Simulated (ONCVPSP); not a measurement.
Varying the ONCV potential for cadmium

Base potential:

```json
{"Element": "cadmium", "Generator": "ONCVPSP 4.0.1", "Type": "optimised norm-conserving Vanderbilt (ONCV)", "Functional": "PBEsol", "Relativity": "scalar-relativistic", "Frozen core": "[Ar] 3d10", "Valence charge": "20", "Reference configuration": "4s2 4p6 4d10 5s2", "Partial waves": "4s+5s: rc 1.50 bohr, ncon 3, nbas 7, qcut 10.7 1/bohr, 2 projectors; 4p: rc 1.45 bohr, ncon 4, nbas 9, qcut 9 1/bohr, 2 projectors, debl 1.4 Ha; 4d: rc 1.75 bohr, ncon 3, nbas 8, qcut 9.5 1/bohr, 2 projectors, debl 2.5 Ha", "Local potential": "polynomial inside 0.95 bohr (lpopt 5, dvloc0 1 Ha)", "Core correction": "Teter function, fcfact 2.75, rcfact 1.8"}
```

In the p channel the program set the typed energies aside and used -2.458, 0.250 Ha.

Cutoffs, loose and tight: the cutoffs (Ha) at which the residual kinetic energy of the hardest occupied pseudo-wave falls to 1 and 0.1 mHa per electron. They do not see the model core or the augmentation charge, which bear on the density cutoff. Test errors are all-electron minus pseudo excitation energies from the reference, over the configurations 4s2 4p6 4d10 5s1; 4s2 4p6 4d10 5s0; 4s2 4p6 4d9 5s0; 4s2 4p6 4d9 5s2. A dash means not determined; rows that change the core or the reference have their own tests.

```csv
change,outcome,"cutoff, loose","cutoff, tight",bound ghosts,GHOST(+) flags above zero,largest test error (meV)
base,"generated, projector energies reset by the program",35 Ha,41 Ha,none,s,-8.2
d: qcut 8.8,"generated, projector energies reset by the program",35 Ha,41 Ha,none,s,-7.1
d: qcut 10.2,"generated, projector energies reset by the program",35 Ha,41 Ha,none,s,-9.2
d: qcut 10.9,"generated, projector energies reset by the program",35 Ha,41 Ha,none,s,-9.9
d: qcut 12.4,"generated, projector energies reset by the program",35 Ha,41 Ha,none,s,-10.0
d: qcut 14.1,"generated, projector energies reset by the program",35 Ha,41 Ha,none,s,-9.9
```

Problem. What comes out with this change to the base: d: qcut 5.9?

Solution. outcome: generated, projector energies reset by the program; cutoff, loose: 50 Ha; cutoff, tight: 109 Ha; bound ghosts: none; GHOST(+) flags above zero: s; largest test error (meV): +38.

Problem. What comes out with this change to the base: d: qcut 7.2?

Solution. outcome: generated, projector energies reset by the program; cutoff, loose: 35 Ha; cutoff, tight: 41 Ha; bound ghosts: none; GHOST(+) flags above zero: s, d; largest test error (meV): +19.

Reading the sweep of the qcut of the d channel (base included, trends over the rows without a ghost): The loose cutoff falls from 50 Ha at 5.9 to 35 Ha at 14.1 1/bohr. The median size of the test errors (rows with all tests solved) is not monotonic: lowest 0.6 meV at 5.9 1/bohr, highest 5.6 meV at 8.8 1/bohr.
